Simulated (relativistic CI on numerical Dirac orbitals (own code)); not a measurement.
**Radial parameters of Pb LVI**

These numbers are calculated, not measured: Dirac-Coulomb-Breit CI, orbitals from a KLI potential per configuration, a model potential for QED, unscaled Slater integrals (own radial code, finite nucleus).

Slater integrals F^k, G^k are unscaled and averaged over j, outside the closed core [Ne]; ζ comes from projecting the Hamiltonian with its Breit term on Σ l·s of the shell.

- 3s2.3p6.3d9: ζ(3d) = 352790 cm⁻¹; <r>(3d) = 0.1535, <r^2>(3d) = 0.02735 (bohr units).
- 3s2.3p5.3d10: ζ(3p) = 2.7768e+06 cm⁻¹; <r>(3p) = 0.1697, <r^2>(3p) = 0.03348 (bohr units).
- 3s2.3p6.3d8.4s: F^2(3d,3d) = 667640, F^4(3d,3d) = 430860, ζ(3d) = 357310, G^2(3d,4s) = 71634 cm⁻¹; <r>(3d) = 0.1527, <r^2>(3d) = 0.02706, <r>(4s) = 0.3307, <r^2>(4s) = 0.1233 (bohr units).

Question: Give the Racah parameters of the d shell in 3s2.3p6.3d8.4s.

Answer: B = F²/49 − 5F⁴/441 = 8740 cm⁻¹ and C = 35F⁴/441 = 34195 cm⁻¹.

Averages of the first 10 configurations, taken without configuration mixing, which lowers the lowest level and can move excited configurations by several eV; other configurations of the list can lie among them:

```json
{"Configuration": "3s2.3p6.3d9", "Parity": "even", "States": "10", "Average energy above the lowest level (eV)": "44.1"}
{"Configuration": "3s2.3p5.3d10", "Parity": "odd", "States": "6", "Average energy above the lowest level (eV)": "724.3"}
{"Configuration": "3s.3p6.3d10", "Parity": "even", "States": "2", "Average energy above the lowest level (eV)": "1351.6"}
{"Configuration": "3s2.3p6.3d8.4s", "Parity": "even", "States": "90", "Average energy above the lowest level (eV)": "2191.8"}
{"Configuration": "3s2.3p6.3d8.4p", "Parity": "odd", "States": "270", "Average energy above the lowest level (eV)": "2429.0"}
{"Configuration": "3s2.3p4.3d10.4s", "Parity": "even", "States": "30", "Average energy above the lowest level (eV)": "3540.7"}
{"Configuration": "3s2.3p6.3d8.4d", "Parity": "even", "States": "450", "Average energy above the lowest level (eV)": "2683.5"}
{"Configuration": "3s2.3p4.3d10.4p", "Parity": "odd", "States": "90", "Average energy above the lowest level (eV)": "3778.4"}
{"Configuration": "3s2.3p5.3d9.4s", "Parity": "odd", "States": "120", "Average energy above the lowest level (eV)": "2861.6"}
{"Configuration": "3s2.3p6.3d8.4f", "Parity": "odd", "States": "630", "Average energy above the lowest level (eV)": "2882.1"}
```
